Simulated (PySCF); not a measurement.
## Two-photon absorption: hydroquinone (c1cc(O)ccc1O, C6H6O2)

Geometry:
| atom | x (Å) | y (Å) | z (Å) |
| --- | --- | --- | --- |
| O1 | -2.705 | 0.591 | 0.107 |
| C2 | -1.390 | 0.271 | 0.053 |
| C3 | -0.931 | -1.035 | -0.141 |
| C4 | 0.432 | -1.310 | -0.189 |
| C5 | 1.366 | -0.282 | -0.043 |
| O6 | 2.681 | -0.601 | -0.097 |
| C7 | 0.907 | 1.024 | 0.151 |
| C8 | -0.456 | 1.299 | 0.199 |
| H9 | -3.228 | -0.209 | -0.007 |
| H10 | -1.651 | -1.852 | -0.257 |
| H11 | 0.792 | -2.330 | -0.341 |
| H12 | 3.203 | 0.199 | 0.018 |
| H13 | 1.626 | 1.841 | 0.267 |
| H14 | -0.816 | 2.319 | 0.351 |

Theory: PySCF, TDDFT CAM-B3LYP/aug-cc-pVDZ excited states, vertical, gas phase. Geometry: PBE0-D3(BJ)/def2-SVP.

Problem. Give the one- and two-photon strengths of the lowest singlets.

Solution. δ for parallel linear polarisation; σ at the peak of a Lorentzian of half width 0.1 eV, single beam; Ω is circular over linear.
```tsv
state	E (eV)	f	photon λ (nm)	δ (au)	σ (GM)	Ω	main
S1	4.66	0.064	532	<0.1	0.00	–	HOMO→LUMO+2 0.91
S2	5.05	0.000	491	1.45	0.01	1.50	HOMO→LUMO 0.92
S3	5.12	0.000	485	<0.1	0.00	–	HOMO→LUMO+1 0.89
S4	5.70	0.062	435	<0.1	0.00	–	HOMO→LUMO+6 0.79, HOMO−1→LUMO+2 0.19
S5	5.86	0.000	423	<0.1	0.00	–	HOMO→LUMO+3 0.93
S6	5.94	0.000	418	9.5	0.12	1.50	HOMO→LUMO+4 0.89
```
